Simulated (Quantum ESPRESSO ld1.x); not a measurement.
Values are calculated unless marked as measured or tabulated.
Charge is removed step by step from the 5p down level of Ir, starting from [Kr] 4d10 4f14 5s2 5p(up 3, down 3) 5d7 6s2. Level of theory: scalar-relativistic Kohn-Sham, LDA (Slater exchange, Perdew-Wang correlation), spin-polarised, spherical densities, point nucleus; open shells are filled with parallel spins first (ld1.x of Quantum ESPRESSO 7.5).

removed (e)  E - E(0) (eV)  eigenvalue (eV)  E minus straight line (eV)
0                    0.000          -54.021                       0.000
0.125                6.834          -55.456                      -0.666
0.25                13.850          -56.929                      -1.149
0.375               21.052          -58.438                      -1.447
0.5                 28.444          -59.979                      -1.554
0.625               36.031          -61.551                      -1.466
0.75                43.816          -63.152                      -1.180
0.875               51.803          -64.781                      -0.693
1                   59.996          -66.437                       0.000

Removing the whole electron costs 59.996 eV by Delta-SCF, against 54.021 eV from minus the eigenvalue at the starting occupation. Slater's transition state (half an electron removed) gives 59.979 eV. Integrating minus the eigenvalue over the occupation (Janak's theorem) gives 60.062 eV. In this scalar-relativistic scheme the density is built from large components alone, so the theorem holds only approximately. The mean slope of the eigenvalue, de/dn, is 12.4 eV per electron.
